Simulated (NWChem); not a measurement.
C5H4; SMILES C#CC=C=C

Program: NWChem. Geometry: optimised at B3LYP/6-31G* (spherical d). Level: B3LYP/def2-SVP with COSMO at NWChem's default radii, gas-phase geometry; rows give the dielectric constant.

```csv
dielectric constant,electrostatic solvation energy (kcal/mol),dipole in solution (D)
1.5,-1.1,0.80
2.4,(withheld),(withheld)
7.6,-3.2,1.02
11.7,-3.4,1.04
20.7,-3.5,1.06
```

### Question
What belongs in the gaps?

### Answer

- 2.4, electrostatic solvation energy (kcal/mol): -2.1
- 2.4, dipole in solution (D): 0.89
